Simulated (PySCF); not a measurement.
# input.py for SrCa

Input:

```python
from pyscf import gto, scf

mol = gto.M(
    atom='Sr 0 0 0; Ca 0 0 3.3',
    basis='sbkjc',
    ecp={'Sr': 'sbkjc', 'Ca': 'sbkjc'},
    charge=0,
    spin=0,
    symmetry=True,
    verbose=4,
)
mf = scf.RHF(mol)
mf.kernel()
mf.mulliken_pop()
mf.dip_moment()
print('orbital energies (hartree):', mf.mo_energy[..., max(0, mol.nelec[1]-3):mol.nelec[0]+3].round(4))
```

```bash
$ OMP_NUM_THREADS=1 python input.py
```

Output:

```
PySCF version 2.14.0

[INPUT] verbose = 4
[INPUT] num. atoms = 2
[INPUT] num. electrons = 4
[INPUT] charge = 0
[INPUT] spin (= nelec alpha-beta = 2S) = 0
[INPUT] symmetry True subgroup None
[INPUT] Mole.unit = angstrom
[INPUT] Symbol           X                Y                Z      unit          X                Y                Z       unit  Magmom
[INPUT]  1 Sr     0.000000000000   0.000000000000   0.000000000000 AA    0.000000000000   0.000000000000   0.000000000000 Bohr   0.0
[INPUT]  2 Ca     0.000000000000   0.000000000000   3.300000000000 AA    0.000000000000   0.000000000000   6.236096211065 Bohr   0.0

nuclear repulsion = 0.641426922327273
point group symmetry = Coov
symmetry origin: [0.       0.       2.150378]
symmetry axis x: [1. 0. 0.]
symmetry axis y: [0. 1. 0.]
symmetry axis z: [0. 0. 1.]
num. orbitals of irrep A1 = 8
num. orbitals of irrep E1x = 4
num. orbitals of irrep E1y = 4
number of shells = 8
number of NR pGTOs = 32
number of NR cGTOs = 16
basis = sbkjc
ecp = {'Sr': 'sbkjc', 'Ca': 'sbkjc'}

******** <class 'pyscf.scf.hf_symm.SymAdaptedRHF'> ********
method = SymAdaptedRHF
initial guess = minao
damping factor = 0
level_shift factor = 0
DIIS = <class 'pyscf.scf.diis.CDIIS'>
diis_start_cycle = 1
diis_space = 8
diis_damp = 0
SCF conv_tol = 1e-09
SCF conv_tol_grad = None
SCF max_cycles = 50
direct_scf = True
direct_scf_tol = 1e-13
Freeze 0 electrons in irreps []
    4 free electrons in irreps A1 E1x E1y
Set gradient conv threshold to 3.16228e-05
Initial guess from minao.
init E= -1.14699596491638
HOMO (A1) = -0.0944642829584839  LUMO (E1y) = 0.00952661063187962  gap/eV = 2.82974
cycle= 1 E= -1.11484427194709  delta_E= 0.0322  |g|= 0.0348  |ddm|= 3.06
HOMO (A1) = -0.151000661789195  LUMO (E1y) = -0.0035600551009897  gap/eV = 4.01206
cycle= 2 E= -1.11663076373174  delta_E= -0.00179  |g|= 0.00835  |ddm|= 0.42
HOMO (A1) = -0.1482867191126  LUMO (E1y) = -0.000471218369127567  gap/eV = 4.02226
cycle= 3 E= -1.11677924717408  delta_E= -0.000148  |g|= 0.00159  |ddm|= 0.138
HOMO (A1) = -0.14817616504546  LUMO (E1y) = -0.000586470624941519  gap/eV = 4.01612
cycle= 4 E= -1.11678863605223  delta_E= -9.39e-06  |g|= 0.000306  |ddm|= 0.133
HOMO (A1) = -0.148216143538965  LUMO (E1y) = -0.00067328567944259  gap/eV = 4.01485
cycle= 5 E= -1.11678903513669  delta_E= -3.99e-07  |g|= 3.83e-05  |ddm|= 0.0352
HOMO (A1) = -0.148218833417155  LUMO (E1y) = -0.000680187503492518  gap/eV = 4.01473
cycle= 6 E= -1.11678904003285  delta_E= -4.9e-09  |g|= 7.61e-06  |ddm|= 0.00268
HOMO (A1) = -0.148218350782275  LUMO (E1y) = -0.000680563682162061  gap/eV = 4.01471
cycle= 7 E= -1.11678904024265  delta_E= -2.1e-10  |g|= 1.05e-06  |ddm|= 0.000303
HOMO (A1) = -0.148218221541763  LUMO (E1y) = -0.000680539504694987  gap/eV = 4.01470
Extra cycle  E= -1.11678904024564  delta_E= -2.99e-12  |g|= 4.33e-07  |ddm|= 3.23e-05
converged SCF energy = -1.11678904024564
 ** Mulliken pop  **
pop of  0 Sr 5s           1.53281
pop of  0 Sr 6s           0.57729
pop of  0 Sr 5px          0.00000
pop of  0 Sr 5py          0.00000
pop of  0 Sr 5pz          0.13848
pop of  0 Sr 6px          0.00000
pop of  0 Sr 6py          0.00000
pop of  0 Sr 6pz         -0.20690
pop of  1 Ca 4s           1.48778
pop of  1 Ca 5s           0.47089
pop of  1 Ca 4px          0.00000
pop of  1 Ca 4py          0.00000
pop of  1 Ca 4pz          0.18608
pop of  1 Ca 5px          0.00000
pop of  1 Ca 5py          0.00000
pop of  1 Ca 5pz         -0.18643
 ** Mulliken atomic charges  **
charge of    0Sr =     -0.04168
charge of    1Ca =      0.04168
Dipole moment(X, Y, Z, Debye):  0.00000,  0.00000,  0.19843
orbital energies (hartree): [-0.257  -0.1482 -0.0007 -0.0007  0.0124]
```

In short: E(SCF) = -1.116789 Eh, 7 cycles, μz(SCF) = 0.20 D.

Hardware: Intel Xeon Platinum 8375C @ 2.90GHz, 1 thread, shared host. Wall time 0.9 s, peak memory 0.11 GiB.

Stability towards an unrestricted solution was not tested. The bond length is a typed value, not an optimised one.
